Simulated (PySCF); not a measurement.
Structure revision by computed shifts

A compound C₄H₆F₄Si gives the data below (simulated from a calculation) and was assigned the structure `C/C=C(/CF)[Si](F)(F)F`.

$^{13}$C{$^{1}$H} NMR (computed): δ 153.4 (CH), 139.2 (C), 86.4 (CH2), 17.2 (CH3).

$^{1}$H NMR (600 MHz, computed): δ 6.63 (m, 1H), 5.38 (m, 2H), 1.78 (d, 3H).

Calculated, not measured (PySCF): coordinates at the GFN2-xTB level, shielding tensors at PBE0/pcSseg-1 (GIAO). No relativistic terms, averaged over atoms made equivalent by symmetry, fast rotation or ring inversion, isolated molecule, one computed conformer.

Referencing at the same level of theory: $^{1}$H, $^{13}$C vs TMS.

(1) Compare with the shifts computed for the proposed structure, pairing carbons in order of shift.

(2) Which isomer fits?

Results:

(1) Numbering as in the mapped SMILES `[CH3:1]/[CH:2]=[C:3](/[CH2:4][F:5])[Si:6]([F:7])([F:8])[F:9]`. Each H is labelled by its parent atom.

```
atom  computed for proposal  given list  difference
  C2                  155.3       153.4        +1.9
  C3                  129.3       139.2        -9.9
  C4                   86.0        86.4        -0.4
  C1                   24.9        17.2        +7.7
```

The rms difference is 6.3 ppm and the largest -9.9 ppm at C3 (fully substituted alkene carbon). The proposal doesn't fit.

(2) SMILES C/C=C(\CF)[Si](F)(F)F.

- Carbon types of the structure: 1 × C, 1 × CH, 1 × CH2, 1 × CH3, which accounts for all hydrogens.
- δC 153.4: alkene CH; an sp2 carbon of a C=C bond.
- δC 139.2: fully substituted alkene carbon; as expected for a trigonal carbon in a double bond.
- δC 86.4: allylic sp3 CH2 bonded to F; deshielded by the electronegative neighbour.
- δH 5.38: hydrogen on an allylic sp3 CH2 bonded to F; its carbon carries F, hence the downfield position.

This is the structure that produced the data.

Splittings by $^{19}$F in the carbon and heteronuclear signals aren't shown, as no couplings were computed. Shifts are as computed. Against solution values, carbons near 30 ppm lie about +3 ppm off and those near 130 ppm about +5 ppm. Of 1211 compounds with measured shifts, 218 miss one by over three times the rms of a fit or turn the order of signals round; such compounds aren't used in these exercises. Multiplicities follow the n + 1 count of equivalent neighbours, as no J values were calculated; m marks all less simple cases, F and P coupling included.
